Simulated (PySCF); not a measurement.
(E)-3-methoxyprop-2-en-1-amine (C4H9NO), SMILES CO/C=C/CN. Atoms are numbered in the order given.

```xyz
15

C      2.4814    -0.1513     0.2750
O      1.6439    -1.0721    -0.3645
C      0.3194    -0.8673    -0.2807
C     -0.3353     0.1195     0.3488
C     -1.8328     0.2330     0.3269
N     -2.3683     1.3980    -0.3614
H      3.5141    -0.4799     0.1019
H      2.3514     0.8669    -0.1343
H      2.2889    -0.1164     1.3625
H     -0.2232    -1.6530    -0.8180
H      0.2140     0.9024     0.8825
H     -2.2236     0.2476     1.3594
H     -2.2584    -0.6741    -0.1361
H     -1.9708     1.4455    -1.2989
H     -2.0617     2.2492     0.1075
```
Charge 0, spin multiplicity 1.

Geometry: PBE0-D3(BJ)/def2-SVP. The values are those of a single conformer.

All values below come from PBE0/pcSseg-1 in PySCF.

GIAO shieldings, no solvent; atoms listed in one row are averaged. δ = σ(ref) − σ: ¹³C against TMS (σ = 186.3 ppm); ¹⁷O against H2O (σ = 334.2 ppm); ¹⁵N against NH3 (σ = 267.4 ppm); ¹H against TMS (σ = 31.56 ppm), references at their B3LYP-D3(BJ)/def2-TZVP geometries, non-relativistic.

```json
[
 {"nucleus": "¹³C", "atoms": "C3", "count": "1", "δ (ppm)": "156.8"},
 {"nucleus": "¹³C", "atoms": "C4", "count": "1", "δ (ppm)": "110.5"},
 {"nucleus": "¹³C", "atoms": "C1", "count": "1", "δ (ppm)": "56.0"},
 {"nucleus": "¹³C", "atoms": "C5", "count": "1", "δ (ppm)": "47.1"},
 {"nucleus": "¹⁷O", "atoms": "O2", "count": "1", "δ (ppm)": "106.3"},
 {"nucleus": "¹⁵N", "atoms": "N6", "count": "1", "δ (ppm)": "52.1"},
 {"nucleus": "¹H", "atoms": "H10", "count": "1", "δ (ppm)": "6.76"},
 {"nucleus": "¹H", "atoms": "H11", "count": "1", "δ (ppm)": "4.74"},
 {"nucleus": "¹H", "atoms": "H7, H8, H9", "count": "3", "δ (ppm)": "3.68"},
 {"nucleus": "¹H", "atoms": "H12", "count": "1", "δ (ppm)": "3.53"},
 {"nucleus": "¹H", "atoms": "H13", "count": "1", "δ (ppm)": "3.10"},
 {"nucleus": "¹H", "atoms": "H15", "count": "1", "δ (ppm)": "0.71"},
 {"nucleus": "¹H", "atoms": "H14", "count": "1", "δ (ppm)": "0.11"}
]
```
